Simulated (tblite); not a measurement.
C₇H₉O₂ (doublet state).
Cartesian coordinates in Å at the GFN2-xTB level; atoms count from 1:
```xyz
18
C7H9O2 angstrom
C      3.119   -0.714    1.463
C      2.185   -0.438    0.393
C      0.781   -0.002    0.845
O      0.390    0.045    1.984
C     -0.062    0.421   -0.344
O      0.451    0.863   -1.354
C     -1.504    0.188   -0.164
C     -2.463    1.065   -0.941
C     -2.287   -0.348   -1.347
H      3.270    0.015    2.236
H      3.525   -1.696    1.606
H      2.075   -1.274   -0.301
H      2.477    0.439   -0.208
H     -1.785   -0.136    0.828
H     -3.372    1.361   -0.441
H     -2.018    1.830   -1.560
H     -3.069   -1.061   -1.138
H     -1.720   -0.551   -2.244
```

Calculated harmonic vibrations of the isolated species, GFN2-xTB (tblite), most abundant isotopes, no scaling. The method is semi-empirical: single wavenumbers can be off by several per cent or more. One conformer, not necessarily the lowest. Open shells enter through the occupations alone, without spin polarisation, and single modes of such species can be off by tens of per cent.

Harmonic wavenumbers (cm⁻¹): 36.9, 61.3, 65.3, 137.5, 205.6, 219.4, 232.7, 285.9, 306.0, 380.3, 537.2, 593.7, 648.1, 666.5, 764.9, 794.2, 814.4, 865.7, 879.1, 919.6, 967.8, 1002.5, 1049.6, 1067.5, 1072.1, 1080.8, 1102.4, 1126.4, 1153.2, 1181.4, 1229.3, 1246.1, 1357.6, 1377.0, 1415.2, 1415.7, 1469.6, 1693.9, 1744.8, 2845.0, 2979.4, 3077.9, 3088.9, 3093.8, 3100.2, 3119.6, 3131.7, 3174.9.

A = 3987, B = 925.4, C = 829.6 MHz; mass 125.060 u (most abundant isotopes); point group C1, symmetry number 1; spin multiplicity 2.

Problem. Zero-point energy?

Solution. Half the sum of the wavenumbers: 30389 cm⁻¹ = 86.89 kcal/mol.

Problem. Entropy at 273.15 K, 1 bar (ideal gas, RRHO, classical rotation)?

Solution. Translation 39.98, rotation 28.78, vibration 28.00, spin (R ln 2) 1.38: S = 98.1 cal/(mol K).

Problem. And Cp and H(273.15 K) − H(0)?

Solution. Cp = 35.14 cal/(mol K), of which vibrations give 27.19 (their classical limit is 48 R = 95.4); H(273.15 K) − H(0) = 6.04 kcal/mol without the zero-point energy, 3.87 from vibrations.

Problem. What must be added to the electronic energy to get the Gibbs energy at 273.15 K and 1 bar?

Solution. ZPE + [H(273.15 K) − H(0)] − T·S = 86.89 + 6.04 − 26.81 = 66.12 kcal/mol.

Problem. Blend soft modes into free rotors: weight 1/[1 + (100 cm⁻¹/ν̃)⁴] for the oscillator and the rest for a rotor with moment μB/(μ + B), μ = h/(8π²ν), B = 10⁻⁴⁴ kg m². What vibrational entropy results?

Solution. 24.88 cal/(mol K) in place of 28.00, which changes −T·S at 273.15 K by +0.85 kcal/mol.

Problem. Which modes carry the vibrational entropy at 273.15 K?

Solution. 36.9 cm⁻¹: 5.25; 61.3 cm⁻¹: 4.24; 65.3 cm⁻¹: 4.12; 137.5 cm⁻¹: 2.67; 205.6 cm⁻¹: 1.92; 219.4 cm⁻¹: 1.81 cal/(mol K); the other 42 give 8.00 together.

Problem. How do the functions run with temperature in this model?

Solution. 
```csv
T (K),S (cal/(mol K)),Cp (cal/(mol K)),H − H(0) (kcal/mol),G − H(0) (kcal/mol),ln q(vib)
150,81.0,23.7,2.44,-9.70,3.65
250,95.1,32.8,5.25,-18.53,6.36
298.15,101.3,37.7,6.95,-23.26,7.61
400,113.8,47.5,11.30,-34.22,10.23
600,136.0,62.2,22.37,-59.25,15.25
900,164.1,75.8,43.25,-104.41,22.32
```

q(vib) and H(0) count from the zero-point level.

Hindered rotation and anharmonicity are outside this model. Other conformers, if any are populated, would add a mixing term that is left out. The structure is chiral; the term R ln 2 for an equal mix with its mirror image is left out.
